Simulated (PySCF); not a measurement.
Ionising KP

UHF-CCSD; PySCF, no relativity, basis sets K aug-pcseg-1, P aug-pcseg-1. Neutral (UHF): triplet (π ↑↑), Re = 3.128 Å, ωe = 196 cm⁻¹, De = 0.91 eV.

KP⁺ (UHF): quartet (σ ↑, π ↑↑), Re = 3.686 Å, ωe = 73.5 cm⁻¹, De = 0.15 eV to K⁺ + P. The energies at the minima are -939.99298 hartree for KP and -939.81422 for KP⁺.

Problem. Work out the adiabatic ionisation energy, without and with harmonic zero-point energies (1 hartree = 27.2114 eV, 1 eV = 8065.5 cm⁻¹), and the change of the bond length.

Solution. At UHF-CCSD: 0.17876 hartree = 4.864 eV between the minima; the zero-point term (73.5 − 196.0)/2 cm⁻¹ = -0.008 eV makes it 4.857 eV. Re changes by +55.8 pm against the neutral. The electron leaves a σ orbital, and the ion is left as a loose complex of an ion and an atom.

Correlated steps freeze 10 core orbitals. Weak bonds: KP⁺. Basis-set superposition, not corrected here, can be much of De in a small basis, most of all at correlated wavefunction levels. For an ion De counts to the pair picked by the measured ionisation energies or electron affinities, which need not be the lowest pair at this level. States were picked by a PBE0 search and need not be the measured ground states.
